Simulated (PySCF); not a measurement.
Estimate the missing entries of this data sheet.

Species: C₂H₇AsSi.
Geometry (PBE0-D3(BJ)/def2-SVP, Å), atoms numbered from 1 in this order:
```xyz
11
C2H7AsSi angstrom
C     -1.9390    0.4360   -0.5225
C     -1.0179    0.1437    0.4034
Si     0.5070   -0.8785    0.0579
As     2.4296    0.4479    0.4907
H     -2.8162    1.0514   -0.2934
H     -1.8592    0.0722   -1.5534
H     -1.1555    0.5440    1.4169
H      0.5856   -2.0501    0.9858
H      0.4489   -1.3726   -1.3524
H      3.3582   -0.5817   -0.1460
H      2.2668    1.2130   -0.8185
```

```json
{"property": "point group", "level": "PBE0-D3(BJ)/def2-SVP", "value": "C1"}
{"property": "rotational constants A, B, C", "level": "PBE0-D3(BJ)/def2-SVP", "value": "9.037, 1.373, 1.269 GHz"}
{"property": "dipole moment", "level": "wB97X-D/def2-SVPD", "value": "0.93 D"}
{"property": "HOMO energy", "level": "wB97X-D/def2-SVPD", "value": "-9.02 eV"}
{"property": "LUMO energy", "level": "wB97X-D/def2-SVPD", "value": "?"}
{"property": "lowest singlet excitation", "level": "TDDFT wB97X-D/def2-SVPD", "value": "6.09 eV (204 nm, f = 0.111)"}
{"property": "strongest line among the 10 lowest singlet transitions", "level": "TDDFT wB97X-D/def2-SVPD", "value": "?"}
{"property": "lowest triplet excitation (Tamm–Dancoff)", "level": "TDA wB97X-D/def2-SVPD", "value": "4.27 eV"}
{"property": "static isotropic polarisability", "level": "wB97X-D/def2-SVPD", "value": "88.8 au"}
{"property": "vertical ionisation energy", "level": "ΔSCF wB97X-D/def2-SVPD", "value": "9.29 eV"}
{"property": "electronic spatial extent ⟨r²⟩ about the centre of nuclear charge", "level": "wB97X-D/def2-SVPD", "value": "?"}
{"property": "13C chemical shifts (computed TMS as zero) by class", "level": "GIAO PBE0/pcSseg-1", "value": "145.8 (C1), 141.1 (C2) ppm"}
{"property": "1H chemical shifts (computed TMS as zero) by class", "level": "GIAO PBE0/pcSseg-1", "value": "6.39 (H7), 6.37 (H6), 6.35 (H5), 4.76 (H8/H9), 1.89 (H10/H11) ppm"}
{"property": "isotropic shieldings of nuclei other than C and H, by class", "level": "GIAO PBE0/pcSseg-1", "value": "?"}
{"property": "core binding energies", "level": "ΔSCF SCAN, pcX-2 on the ionised atom, pcseg-1 elsewhere, spin-free X2C, 2p3/2 from a spin–orbit splitting computed afterwards within the 2p shell", "value": "Si2p3/2 106.5 (Si3), C1s 290.2 (C2), C1s 290.4 (C1), Si1s 1846.3 (Si3) eV"}
```

The electronic properties come from PySCF, for the isolated species, density fitting. The calculation (core ionisation apart) is non-relativistic and has no spin–orbit coupling, an omission that weighs most on arsenic. Atoms bound to As lack the heavy atom's spin–orbit term in their shielding, so their NMR values are less reliable.

Question: The LUMO energy?

Answer: 1.03 eV.

Question: The strongest line among the 10 lowest singlet transitions?

Answer: S5 at 7.05 eV (176 nm, f = 0.285).

Question: What is the electronic spatial extent ⟨r²⟩ about the centre of nuclear charge?

Answer: 906 bohr².

Question: Give the isotropic shieldings of nuclei other than C and H, by class.

Answer: 391 (Si3), 1942 (As4) ppm.

The dipole equals about 3.1 × 10⁻³⁰ C·m (1 D = 3.33564 × 10⁻³⁰ C·m). The rotational constants make it an asymmetric top with κ = (2B − A − C)/(A − C) = -0.97, nearer the prolate limit (−1). The vertical singlet–triplet gap S1 − T1 is 1.82 eV (TDDFT singlet less Tamm–Dancoff triplet; S1: HOMO→LUMO, weight 0.74; T1: HOMO−1→LUMO, weight 0.49, beside HOMO→LUMO, weight 0.25).

One conformer stands for the species.
